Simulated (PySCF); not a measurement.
## Fractional electron number in Cu⁻ (copper, charge -1)

The 4s beta orbital of [Ar] 3d10 4s2 is emptied in steps (occupation f), with all orbitals relaxed, ending at [Ar] 3d10 4s1. Calculation: PySCF 2.14, in aug-cc-pVTZ-DK (8s7p5d3f2g, 93 functions); scalar relativity by spin-free X2C-1e. The exact energy is a straight line in f; departures are measured from the line between the end points of the same method.

| f | LDA (eV) | PBE (eV) |
| --- | --- | --- |
| 1 | 0.000 | 0.000 |
| 0.75 | -0.481 | -0.463 |
| 0.5 | -0.662 | -0.638 |
| 0.25 | -0.509 | -0.492 |
| 0 | 0.000 | 0.000 |

```csv
method,E(f=0) − E(f=1) (eV),−ε at f=1 (eV),−ε at f=0.5 (eV)
LDA,1.590,-0.874,1.514
PBE,1.379,-0.991,1.301
```

Orbital energy along the path (eV):

| f | LDA | PBE |
| --- | --- | --- |
| 1 | 0.874 | 0.991 |
| 0.75 | -0.239 | -0.077 |
| 0.5 | -1.514 | -1.301 |
| 0.25 | -2.901 | -2.642 |
| 0 | -4.362 | -4.062 |

At f = 1 the orbital energy is positive for LDA, PBE: only the finite basis holds the electron.

Reference removal energy between the ground levels: 1.236 eV (measured; photodetachment measurements, as compiled on the Wikipedia data page of electron affinities).
